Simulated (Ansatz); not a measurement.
Li14. Total charge 0; triplet. Geometry B3LYP/def2-SVP, that of the neutral singlet; atoms count from 1.

```csv
atom,x (Å),y (Å),z (Å)
Li1,1.1771,-2.7043,-1.6313
Li2,-0.4461,-1.4793,0.6335
Li3,-2.6232,-0.1436,-0.2368
Li4,-0.1648,3.1187,2.9252
Li5,-0.2562,-0.2999,-2.1144
Li6,-3.0539,-2.4912,1.6482
Li7,-2.0210,-2.8421,-1.3971
Li8,1.1388,0.4304,2.3448
Li9,2.0855,-0.0589,-0.4914
Li10,2.4667,-0.4768,-3.4958
Li11,2.3531,2.7730,0.9288
Li12,1.4451,2.1953,-2.0995
Li13,-0.2508,1.6146,0.3563
Li14,-1.8500,0.3640,2.6295
```

The charge 0 triplet is spin-contaminated (final ⟨S²⟩ up to 2.16, 2.00 for a pure state). At PBE0/def2-TZVP a singlet of charge 0 lies 0.56 eV below the triplet at the same geometry. The structure comes from a short search, and lower isomers may exist.

**Question.** Estimate the Mulliken populations from the PBE0/def2-TZVP orbitals of Ansatz.

**Answer.** 
```csv
atom,charge (e),spin (α − β)
Li1,0.00,0.09
Li2,-0.11,0.18
Li3,0.04,0.17
Li4,0.08,0.30
Li5,-0.02,0.19
Li6,0.03,0.02
Li7,0.05,0.11
Li8,-0.07,0.33
Li9,-0.01,0.15
Li10,0.02,0.04
Li11,0.06,0.15
Li12,0.05,0.09
Li13,-0.14,0.11
Li14,0.03,0.06
```
Mulliken values depend strongly on the basis.

**Question.** Where does the spin sit?

**Answer.** Summed by element: Li 2.00, of 2 unpaired in all. Largest on single atoms: Li8 0.33, Li4 0.30, Li5 0.19.
